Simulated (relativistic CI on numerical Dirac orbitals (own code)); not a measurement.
# Line list: Electric-dipole lines, Dy43+

Computed by Dirac-Coulomb-Breit CI, orbitals from a KLI potential per configuration, a model potential for QED, unscaled Slater integrals (own radial code, finite nucleus).

Configurations in the expansion (outside the closed core [Ne]): 3s²3p⁶3d⁵, 3s²3p⁵3d⁶, 3s²3p⁴3d⁷, 3s3p⁶3d⁶, 3p⁶3d⁷, 3s3p⁵3d⁷, 3s²3p⁶3d⁴4s, 3s²3p⁶3d⁴4p, 3s²3p⁴3d⁶4s, 3s²3p⁵3d⁵4s, 3s²3p⁶3d⁴4f, 3p⁶3d⁶4s, 3s²3p⁶3d³4s², 3s²3p⁶3d⁴5s, 3p⁶3d⁵4s². Levels of other configurations are missing.

```tsv
λ vac (nm)	Lower	Upper	A (s⁻¹)	log gf	S velocity/length
2.4666	3s²3p⁶3d⁵ ²I11/2 [13]	3s²3p⁵3d⁶ ²G°9/2 [183]	1.17e+12	0.03	0.76
2.4952	3s²3p⁶3d⁵ ²I13/2 [16]	3s²3p⁵3d⁶ ²H°11/2 [180]	3.41e+12	0.58	0.73
2.5148	3s²3p⁶3d⁵ ⁶S5/2 [2]	3s²3p⁵3d⁶ ⁴D°7/2 [155]	6.44e+11	-0.31	0.90
2.5275	3s²3p⁶3d⁵ ²H11/2 [5]	3s²3p⁵3d⁶ ⁴F°9/2 [157]	2.59e+12	0.40	0.76
2.5392	3s²3p⁶3d⁵ ²H11/2 [30]	3s²3p⁵3d⁶ ²G°9/2 [200]	2.48e+12	0.38	0.75
2.5495	3s²3p⁶3d⁵ ⁴G9/2 [6]	3s²3p⁵3d⁶ ⁴F°9/2 [157]	8.92e+11	-0.06	0.89
2.5502	3s²3p⁶3d⁵ ²H11/2 [30]	3s²3p⁵3d⁶ ²H°11/2 [199]	2.13e+12	0.40	0.87
2.5619	3s²3p⁶3d⁵ ²F7/2 [9]	3s²3p⁵3d⁶ ²D°5/2 [158]	2.22e+12	0.12	0.80
2.5716	3s²3p⁶3d⁵ ⁴G7/2 [3]	3s²3p⁵3d⁶ ⁴D°7/2 [155]	9.57e+11	-0.12	0.88
2.6031	3s²3p⁶3d⁵ ⁴G9/2 [6]	3s²3p⁵3d⁶ ⁴D°7/2 [155]	1.22e+12	-0.01	0.76
2.6314	3s²3p⁶3d⁵ ²I11/2 [13]	3s²3p⁵3d⁶ ⁴H°11/2 [163]	7.90e+11	-0.01	0.84
2.6374	3s²3p⁶3d⁵ ²I13/2 [16]	3s²3p⁵3d⁶ ²I°13/2 [165]	1.26e+12	0.26	0.85
3.4602	3s²3p⁶3d⁵ ⁴G7/2 [3]	3s²3p⁵3d⁶ ⁴P°5/2 [96]	9.83e+11	0.02	0.71
3.5193	3s²3p⁶3d⁵ ²I11/2 [13]	3s²3p⁵3d⁶ ²H°9/2 [124]	6.01e+11	0.05	0.67
3.5204	3s²3p⁶3d⁵ ²H11/2 [5]	3s²3p⁵3d⁶ ⁴G°9/2 [90]	6.31e+11	0.07	0.67
3.5234	3s²3p⁶3d⁵ ⁶S5/2 [2]	3s²3p⁵3d⁶ ⁶P°3/2 [76]	6.88e+11	-0.29	0.76
3.5254	3s²3p⁶3d⁵ ⁴G9/2 [6]	3s²3p⁵3d⁶ ⁴F°7/2 [92]	1.09e+12	0.21	0.67
3.5503	3s²3p⁶3d⁵ ²I13/2 [16]	3s²3p⁵3d⁶ ²H°11/2 [126]	9.72e+11	0.34	0.64
3.5603	3s²3p⁶3d⁵ ⁴G9/2 [14]	3s²3p⁵3d⁶ ²F°7/2 [119]	7.45e+11	0.05	0.72
3.5632	3s²3p⁶3d⁵ ⁴G9/2 [6]	3s²3p⁵3d⁶ ⁴G°9/2 [90]	5.13e+11	-0.01	0.83
3.5690	3s²3p⁶3d⁵ ⁴P5/2 [1]	3s²3p⁵3d⁶ ⁶P°3/2 [52]	9.77e+11	-0.13	0.74
3.5693	3s²3p⁶3d⁵ ⁴P5/2 [1]	3s²3p⁵3d⁶ ⁴P°5/2 [51]	9.14e+11	0.02	0.87
3.5982	3s²3p⁶3d⁵ ²H11/2 [5]	3s²3p⁵3d⁶ ⁴G°11/2 [81]	6.75e+11	0.20	0.82
3.6229	3s²3p⁶3d⁵ ⁴G7/2 [3]	3s²3p⁵3d⁶ ²F°7/2 [77]	4.77e+11	-0.12	0.87
3.6233	3s²3p⁶3d⁵ ⁶S5/2 [2]	3s²3p⁵3d⁶ ²F°5/2 [67]	4.02e+11	-0.32	0.83
3.6379	3s²3p⁶3d⁵ ²H11/2 [5]	3s²3p⁵3d⁶ ⁴G°11/2 [78]	3.37e+11	-0.10	0.82
3.6984	3s²3p⁶3d⁵ ²F7/2 [9]	3s²3p⁵3d⁶ ²F°7/2 [83]	5.63e+11	-0.03	0.75
3.7324	3s²3p⁶3d⁵ ⁴P5/2 [1]	3s²3p⁵3d⁶ ⁴D°7/2 [44]	4.40e+11	-0.13	0.89
3.7348	3s²3p⁶3d⁵ ²I11/2 [13]	3s²3p⁵3d⁶ ²I°11/2 [107]	5.28e+11	0.12	0.79
3.7738	3s²3p⁶3d⁵ ²I13/2 [16]	3s²3p⁵3d⁶ ²I°13/2 [109]	5.12e+11	0.18	0.80
```

Terms are leading LS components. Brackets give the number of a level in order of energy, since labels repeat. The list gives strong lines, with weight on those to low levels, among the lowest 200 of 2819 levels, so that lines to higher ones, which can be the strongest, are missing. Levels whose partners in the same complex of configurations lie outside the list can be far off, and so can their lines. Rates are taken at the computed energies, electric ones in the length gauge. A velocity-to-length ratio far from 1 marks an uncertain rate.

At this charge energies of transitions that change n are usually good to better than 1 %, and those within a shell (Δn = 0) to a few per cent.

LS names give the leading component of a level, which can be under half, so a name can repeat, a term be missing and a line seem to break the LS rules.
